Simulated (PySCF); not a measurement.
TTF, C6H4S4, SMILES C1=CSC(=C2SC=CS2)S1, PBE0/def2-SVP optimised geometry.

```
14

C     -1.16    -3.03     0.00
C     -2.29    -2.31     0.00
S     -2.14    -0.57     0.00
C     -0.37    -0.57     0.00
C      0.37     0.57     0.00
S     -0.36     2.18     0.00
C      1.16     3.03     0.00
C      2.29     2.31     0.00
S      2.14     0.57     0.00
S      0.36    -2.18     0.00
H     -1.13    -4.12     0.00
H     -3.29    -2.73     0.00
H      1.13     4.12     0.00
H      3.29     2.73     0.00
```

Density from PBE0/def2-TZVP (PySCF) at that geometry.

Minimum of the electron density along straight lines between bonded atoms, close to the bond critical point (lines longer than 1.1 times the sum of covalent radii, or with two minima, are not listed):

```tsv
bond	length / Å	ρ at the minimum / e bohr⁻³	∇²ρ there / e bohr⁻⁵	position (fraction from the first atom)
C1–C2	1.340	0.342	-1.00	0.50
C2–S3	1.745	0.207	-0.42	0.48
S3–C4	1.770	0.196	-0.37	0.51
C4–C5	1.352	0.332	-0.94	0.50
C5–S6	1.770	0.196	-0.37	0.49
S6–C7	1.745	0.207	-0.42	0.52
C7–C8	1.340	0.342	-1.00	0.50
C5–S9	1.770	0.196	-0.37	0.49
C8–S9	1.745	0.207	-0.42	0.48
C1–S10	1.745	0.207	-0.42	0.48
C4–S10	1.770	0.196	-0.37	0.49
C1–H11	1.091	0.279	-0.98	0.65
C2–H12	1.091	0.279	-0.98	0.65
C7–H13	1.091	0.279	-0.98	0.65
C8–H14	1.091	0.279	-0.98	0.65
```
